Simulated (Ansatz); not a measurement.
Total energies of the cluster Sn₅⁻ from Ansatz at PBE-D4/def2-TZVPD, gas phase (1 Eh = 27.2114 eV = 2625.5 kJ/mol). The reference geometry is relaxed at PBE-D4/def2-SVPD.

```
atom    x (Å)    y (Å)    z (Å)
 Sn1   1.4033  -0.6049   0.7558
 Sn2  -0.3481  -2.1577  -0.9103
 Sn3  -1.6407  -0.0785   0.8964
 Sn4   0.1122   0.7350  -1.7129
 Sn5   0.4732   2.1061   0.9710
```

```json
{"state": "charge -1 doublet", "geometry": "reference", "energy (Eh)": "-1071.79471"}
{"state": "charge 0 triplet", "geometry": "reference", "energy (Eh)": "-1071.69120"}
{"state": "charge -1 quartet", "geometry": "relaxed at PBE-D4/def2-SVPD", "energy (Eh)": "-1071.76231"}
```

In the def2 sets Sn takes a core potential; there is no spin–orbit coupling.

(1) Work out the vertical ionisation energy to the triplet.

(2) Which of the charge -1 states is lowest, and how far above it are the others?

(1) E(charge 0 triplet) − E(charge -1 doublet) = -1071.69120 − (-1071.79471) = 0.10351 Eh = 2.82 eV. For comparison, −ε of the highest occupied level of the spin that leaves is 0.87 eV at this level, 1.95 eV less.

(2) The doublet. quartet: -1071.76231 − (-1071.79471) = 0.03240 Eh = 85.1 kJ/mol. The quartet differs in its bonds from the reference.

At PBE-D4/def2-TZVPD the gap within one spin of the charge 0 triplet nearly closes, so an electron or hole may be smeared out by delocalisation error. 

The structure comes from a short search, and lower isomers may exist.
